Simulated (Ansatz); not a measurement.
Reaction (substitution at a C–Si bond): `OC([SiH3])(S)S` + H₂Se → `OC(S)(S)[SeH]` + SiH₄

Program: Ansatz. Geometries: PBE0-D4/def2-TZVP. ΔE: electronic, gas phase. CBS: MP2 limit from def2 TZ/QZ plus the TZ coupled-cluster correction, frozen cores. This one scheme is used for every species. DFT in def2-TZVPP. For Se outer-core shells are correlated without core-valence functions, which leaves a few kJ/mol of doubt a bond. Scalar relativity is left out up to krypton. One conformer a species, not always the lowest.

```json
{"species": "`OC([SiH3])(S)S`", "ωB97M-V energy (Eh)": "-1202.76269"}
{"species": "H₂Se", "ωB97M-V energy (Eh)": "-2402.60522"}
{"species": "`OC(S)(S)[SeH]`", "ωB97M-V energy (Eh)": "-3313.50836"}
{"species": "SiH₄", "ωB97M-V energy (Eh)": "-291.84636"}
```

Question: Work out ΔE.

Answer: ΔE = (-3313.50836) + (-291.84636) − (-1202.76269) − (-2402.60522) = 0.01319 Eh = +0.36 eV. CCSD(T)/CBS gives +0.31 eV.

Question: What do rigid-rotor, harmonic-oscillator terms from PBE0-D4/def2-TZVP frequencies (298.15 K, 1 bar) make of the CCSD(T)/CBS value? (An estimate is asked.)

Answer: Ansatz gave: ΔZPE = +0.03 eV, ΔH = +0.33 eV, ΔS = -28 J/(mol·K), ΔG = +0.41 eV. Modes under 50 cm⁻¹ make the entropy rough.

Largest T1 diagnostic among the species: 0.013.

From BLYP to BHLYP (50 % exact exchange), in def2-TZVPP and without D4, ΔE moves by +0.07 eV. In def2-TZVPP, CCSD(T) changes the Hartree–Fock value by −0.05 eV (the triples alone add −0.02 eV) and MP2 by −0.10 eV.
